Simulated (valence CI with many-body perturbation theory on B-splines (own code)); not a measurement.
## Energy levels of Pr10+

Calculated by relativistic CI+MBPT: three valence electrons over a frozen Dirac-Fock core [Kr] 4d10, radial functions for each j: 8 s, 8 p, 9 d, 9 f, 6 g, 3 h, 2 i, with the one-electron correlation potential Σ1, the two-electron term Σ2, the three-electron term Σ3, Breit, model QED; selected CI, second order for the rest, scaled by the run's own slope (own B-spline code, finite nucleus).

No measured spectrum was set against this ion. As an estimate, levels hold to about 250 cm⁻¹ or 0.2 % of their energy and the worst to 1 %, as in measured heavy ions of charge 2 to 7; those with d or f electrons hold less well. Core correlation moves these levels by up to 41000 cm⁻¹, and in measured spectra 5 to 20 % of such shifts remained as error; rates that hang on mixing are uncertain with them.

Levels 1 to 45 of 64, with energies above the lowest level, 5s2 5p 2P°_1/2. "Leading %" is the weight of the configuration and term that name the level; weights of strongly mixed levels are sums over their largest components and can fall short. In the jj column 3d3/2^4 stands for four electrons in 3d with j = 3/2.

```
No.  Configuration  Term     J  E (cm⁻¹)  Leading %              Leading jj  Second component
  1         5s2 5p   2P°   1/2       0.0         98       5s^2 5p1/2 (98 %)                  
  2         4f 5s2   2F°   5/2      4022         98       4f5/2 5s^2 (98 %)                  
  3         4f 5s2   2F°   7/2      7374         98       4f7/2 5s^2 (98 %)                  
  4         5s2 5p   2P°   3/2     39128         98       5s^2 5p3/2 (98 %)                  
  5       4f 5s 5p    4G   5/2    142560         56   4f5/2 5s 5p1/2 (96 %)  24 % 4f 5s 5p 4F
  6       4f 5s 5p    4F   7/2    146430         46   4f7/2 5s 5p1/2 (72 %)  38 % 4f 5s 5p 4G
  7       4f 5s 5p    4F   3/2    148940         80   4f5/2 5s 5p1/2 (81 %)  10 % 4f 5s 5p 2D
  8         5s 5p2    4P   1/2    150600         85       5s 5p1/2^2 (77 %)    11 % 5s 5p2 2S
  9       4f 5s 5p    2F   7/2    151160         47   4f5/2 5s 5p1/2 (59 %)  21 % 4f 5s 5p 4D
 10       4f 5s 5p    4F   5/2    151340         42   4f7/2 5s 5p1/2 (43 %)  20 % 4f 5s 5p 4D
 11       4f 5s 5p    4F   9/2    153370         50   4f7/2 5s 5p1/2 (82 %)  38 % 4f 5s 5p 4G
 12       4f 5s 5p    2F   5/2    158950         46   4f5/2 5s 5p1/2 (44 %)  30 % 4f 5s 5p 2D
 13       4f 5s 5p    2G   7/2    162390         46   4f7/2 5s 5p1/2 (80 %)  17 % 4f 5s 5p 2F
 14         4f2 5s    4H   7/2    170400         98       4f5/2^2 5s (83 %)                  
 15         4f2 5s    4H   9/2    171680         98   4f5/2 4f7/2 5s (56 %)                  
 16         4f2 5s    4H  11/2    173380         99   4f5/2 4f7/2 5s (83 %)                  
 17         5s 5p2    4P   3/2    173540         93   5s 5p1/2 5p3/2 (93 %)                  
 18         4f2 5s    4H  13/2    175350        100       4f7/2^2 5s (83 %)                  
 19         4f2 5s    4F   3/2    177310         97       4f5/2^2 5s (64 %)                  
 20         4f2 5s    4F   5/2    177850         92   4f5/2 4f7/2 5s (56 %)                  
 21         4f2 5s    4F   7/2    178340         68   4f5/2 4f7/2 5s (66 %)   9 % 4f 5s 5p 4F
 22         4f2 5s    4F   9/2    179100         57   4f5/2 4f7/2 5s (35 %)  24 % 4f 5s 5p 4G
 23         4f2 5s    4F   7/2    180990         30   4f5/2 5s 5p3/2 (62 %)  28 % 4f 5s 5p 4F
 24       4f 5s 5p    4F   9/2    181360         30   4f7/2 5s 5p3/2 (40 %)  28 % 4f 5s 5p 4G
 25       4f 5s 5p    4F   5/2    181840         23   4f5/2 5s 5p3/2 (64 %)  17 % 4f 5s 5p 4D
 26         4f2 5s    2H   9/2    182610         76   4f5/2 4f7/2 5s (51 %)    11 % 4f2 5s 4F
 27         4f2 5s    2G   7/2    184480         80   4f5/2 4f7/2 5s (50 %)   7 % 4f 5s 5p 4D
 28       4f 5s 5p    4G  11/2    185210        100  4f7/2 5s 5p3/2 (100 %)                  
 29         4f2 5s    2G   9/2    185410         70       4f7/2^2 5s (63 %)    16 % 4f2 5s 2H
 30         5s 5p2    4P   5/2    185580         34   5s 5p1/2 5p3/2 (40 %)  31 % 4f 5s 5p 4D
 31         4f2 5s    2H  11/2    186140         98       4f7/2^2 5s (64 %)                  
 32       4f 5s 5p    4D   3/2    186580         76   4f5/2 5s 5p3/2 (94 %)  14 % 4f 5s 5p 4F
 33       4f 5s 5p    2F   7/2    187920         29   4f7/2 5s 5p3/2 (72 %)  25 % 4f 5s 5p 2G
 34       4f 5s 5p    4D   1/2    188950        100  4f5/2 5s 5p3/2 (100 %)                  
 35         4f2 5s    2F   5/2    189170         93   4f5/2 4f7/2 5s (62 %)                  
 36         4f2 5s    2F   7/2    191790         90       4f7/2^2 5s (66 %)     6 % 4f2 5s 2G
 37       4f 5s 5p    2D   5/2    193000         30   4f7/2 5s 5p3/2 (68 %)  20 % 4f 5s 5p 4D
 38         4f2 5s    2D   3/2    194790         42   4f7/2 5s 5p3/2 (31 %)  25 % 4f 5s 5p 2D
 39       4f 5s 5p    2G   9/2    196420         89   4f5/2 5s 5p3/2 (58 %)     4 % 4f2 5s 2G
 40         4f2 5s    2D   3/2    197220         48   4f7/2 5s 5p3/2 (44 %)  37 % 4f 5s 5p 2D
 41         4f2 5s    2D   5/2    198250         78       4f7/2^2 5s (47 %)    13 % 5s 5p2 4P
 42         4f2 5s    4P   1/2    200600         98       4f5/2^2 5s (41 %)                  
 43         4f2 5s    4P   3/2    201620         94   4f5/2 4f7/2 5s (86 %)                  
 44         4f2 5s    4P   5/2    202500         89       4f7/2^2 5s (44 %)                  
 45         4f2 5s    2I  13/2    202950         99   4f5/2 4f7/2 5s (82 %)
```

Names give the largest LS component (configuration and term), which can be under half, so a name can repeat, a term be missing and a line seem to break the LS rules; names also repeat where a configuration has a term twice.

Where two levels of one J and parity lie close, their mixing, g and order are uncertain.

The ionisation energy to 5s2 1S_0 of the next ion comes out as 163.05 eV (NIST: 162 ± 2.4 eV (theoretical)). All 64 levels together are meant to be complete up to 331850 cm⁻¹.
